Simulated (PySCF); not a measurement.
SMILES [Cl][Ge]([O]B(O)O)([Cl])[Cl], PBE0/def2-SVP optimised geometry.

```
10

Ge    -0.73    -1.00     0.00
Cl     1.42    -1.00     0.00
Cl    -1.42    -2.02    -1.73
Cl    -1.42     1.00     0.00
O     -1.34    -1.82     1.41
B     -0.81    -2.36     2.58
O      0.51    -2.40     2.87
O     -1.68    -2.86     3.48
H      1.09    -2.04     2.18
H     -2.59    -2.78     3.19
```

Density from PBE0/def2-TZVP in PySCF at that geometry.

Minimum of the electron density along straight lines between bonded atoms, close to the bond critical point (lines longer than 1.1 times the sum of covalent radii, or with two minima, are not listed):

| bond | length / Å | ρ at the minimum / e bohr⁻³ | ∇²ρ there / e bohr⁻⁵ | position (fraction from the first atom) |
|---|---|---|---|---|
| Ge1–Cl2 | 2.149 | 0.107 | 0.16 | 0.43 |
| Ge1–Cl3 | 2.121 | 0.114 | 0.17 | 0.43 |
| Ge1–Cl4 | 2.122 | 0.113 | 0.17 | 0.43 |
| Ge1–O5 | 1.735 | 0.156 | 0.77 | 0.48 |
| O5–B6 | 1.398 | ___ | 0.79 | 0.67 |
| B6–O7 | 1.351 | 0.218 | 0.94 | 0.33 |
| B6–O8 | 1.354 | 0.218 | 0.90 | 0.33 |
| O7–H9 | 0.963 | 0.356 | -2.46 | 0.81 |
| O8–H10 | 0.962 | 0.359 | -2.47 | 0.81 |

### Question
Some entries are withheld; supply them.

### Answer

- O5–B6, ρ at the minimum / e bohr⁻³: 0.184
